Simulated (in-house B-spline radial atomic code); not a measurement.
A fraction x of an electron is removed from 3d in Mo3+, starting from [Kr] 4d3 and keeping the highest spin. Level of theory: scalar-relativistic (X2C) BHandHLYP, spin-polarised, spherical fractional occupations, Fermi nucleus of rms radius 4.4091 fm; calculated with a radial B-spline atomic code at the basis-set limit.

Caution: exact exchange at fractional occupations of open shells leaves self-interaction of up to several eV.

| x | E(x) - E(0) (eV) | 3d down level (eV) |
| --- | --- | --- |
| 0 | 0.0000 | -268.806 |
| 0.08 | 21.5997 | -271.190 |
| 0.18 | 48.8686 | -274.191 |
| 0.36 | 98.7130 | -279.648 |
| 0.47 | ? | ? |
| 0.5 | 138.1637 | -283.941 |
| 0.58 | 160.9777 | -286.412 |
| 0.74 | 207.2016 | -291.395 |
| 0.78 | ? | ? |
| 0.93 | 263.1340 | -297.379 |
| 1 | 284.0283 | -299.602 |

Q: What belongs in the row x = 0.47?

A: An energy change of 129.6594 eV; 3d down at -283.017 eV.

Q: What belongs in the row x = 0.78?

A: An energy change of 218.8824 eV; 3d down at -292.649 eV.

Q: Check Janak's theorem between x = 0.08 and 0.18.

A: The slope of the energy is 272.69 eV; the orbital levels give 272.69 eV (-ε of the emptying orbital, averaged over the two points).
